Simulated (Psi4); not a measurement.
CH$_{2}$Cl (SMILES [CH2]Cl), doublet, geometry from GFN2-xTB; PBE/6-31G** (Psi4 1.11).

Input for Psi4:
```
memory 2 GB

molecule {
0 2
C     0.00128034   -0.21316871   -1.07804677
Cl   -0.00067229    0.11193254    0.56607046
H     0.94272613   -0.30818573   -1.57707968
H    -0.93897920   -0.31565514   -1.57783752
}

set {
  basis 6-31g**
  reference uks
  scf_type pk
  puream true
  d_convergence 1e-8
  dft_radial_points 99
  dft_spherical_points 590
}

energy('pbe')
print_variables()
```

It wrote (shortened):

```
   => Loading Basis Set <=

    Name: 6-31G**
    Role: ORBITAL
    Keyword: BASIS

         ---------------------------------------------------------
                                   SCF
               by Justin Turney, Rob Parrish, Andy Simmonett
                          and Daniel G. A. Smith
                              UKS Reference
         ---------------------------------------------------------

  ==> Geometry <==

    Molecular point group: c1
    Full point group: C1

    Geometry (in Angstrom), charge = 0, multiplicity = 2:

       Center              X                  Y                   Z               Mass
    ------------   -----------------  -----------------  -----------------  -----------------
         C            1.175472967972    -0.001369538998     0.000000000058    12.000000000000
         CL          -0.500478191424     0.000583105219     0.000000000058    34.968852682000
         H            1.683458374408    -0.942822183431     0.000000000058     1.007825032230
         H            1.685650768746     0.938896846809    -0.000000002769     1.007825032230

  Running in c1 symmetry.

  Rotational constants: A =      9.44781  B =      0.54275  C =      0.51326 [cm^-1]
  Rotational constants: A = 283238.25512  B =  16271.22169  C =  15387.26751 [MHz]
  Nuclear repulsion =   45.986356757900545

  Charge       = 0
  Multiplicity = 2
  Electrons    = 25
  Nalpha       = 13
  Nbeta        = 12

  ==> Algorithm <==

  SCF Algorithm Type is PK.
  DIIS enabled.
  MOM disabled.
  Fractional occupation disabled.
  Guess Type is SAD.
  Energy threshold   = 1.00e-06
  Density threshold  = 1.00e-08
  Integral threshold = 1.00e-12

  ==> Primary Basis <==

  Basis Set: 6-31G**
    Blend: 6-31G**
    Number of shells: 20
    Number of basis functions: 42
    Number of Cartesian functions: 44
    Spherical Harmonics?: true
    Max angular momentum: 2

  ==> DFT Potential <==

   => LibXC <=

    Version 7.1.2
    S. Lehtola, C. Steigemann, M. J. T. Oliveira, and M. A. L. Marques,  SoftwareX 7, 1–5 (2018) (10.1016/j.softx.2017.11.002)

   => Composite Functional: PBE <=

    PBE GGA Exchange-Correlation Functional

    J.P. Perdew et. al., Phys. Rev. Lett., 77(18), 3865-3868, 1996

    Deriv               =              1
    GGA                 =           TRUE
    Meta                =          FALSE

    Exchange Hybrid     =          FALSE
    MP2 Hybrid          =          FALSE

   => Exchange Functionals <=

    1.0000     XC_GGA_X_PBE
[...]
      Ntotal   =   24.9999999545 ; deviation = -4.548e-08

   @Spin Contamination Metric:   2.990112436E-03
   @S^2 Expected:                7.500000000E-01
   @S^2 Observed:                7.529901124E-01
   @S   Expected:                5.000000000E-01
   @S   Observed:                5.000000000E-01

    Orbital Energies [Eh]
    ---------------------

    Alpha Occupied:

[...]
      13A     -0.168777

    Alpha Virtual:

[...]
    Beta Occupied:

[...]
    Beta Virtual:

[...]
    Final Occupation by Irrep:
              A
    DOCC [    12 ]
    SOCC [     1 ]
    NA   [    13 ]
    NB   [    12 ]

  @UKS Final Energy:  -499.17369207812533

   => Energetics <=

    Nuclear Repulsion Energy =             45.9863567579005448
    One-Electron Energy =                -778.7077940102382172
    Two-Electron Energy =                 267.7095740142572708
    DFT Exchange-Correlation Energy =     -34.1618288400449615
    Empirical Dispersion Energy =           0.0000000000000000
    VV10 Nonlocal Energy =                  0.0000000000000000
    Total Energy =                       -499.1736920781253275

  UHF NO Occupations:
  HONO-2 :   11  A 1.9998198
  HONO-1 :   12  A 1.9990588
  HONO-0 :   13  A 1.0000000
  LUNO+0 :   14  A 0.0009412
  LUNO+1 :   15  A 0.0001802
  LUNO+2 :   16  A 0.0001788
  LUNO+3 :   17  A 0.0001753

Computation Completed

Properties will be evaluated at   0.000000,   0.000000,   0.000000 [a0]

Properties computed using the SCF density matrix

 Multipole Moments:

 ------------------------------------------------------------------------------------
     Multipole            Electronic (a.u.)      Nuclear  (a.u.)        Total (a.u.)
 ------------------------------------------------------------------------------------

 L = 1.  Multiply by 2.5417464519 to convert [e a0] to [Debye]
 Dipole X            :         -3.2250590            3.6165913            0.3915323
 Dipole Y            :          0.0037575           -0.0042137           -0.0004562
 Dipole Z            :          0.0000000           -0.0000000           -0.0000000
 Magnitude           :                                                    0.3915326

 ------------------------------------------------------------------------------------

  Variable Map:
  ----------------------------------------------------------------------------
[...]
  Array Variable Map:
  ----------------------------------------------------------------------------
[...]
[...]
```
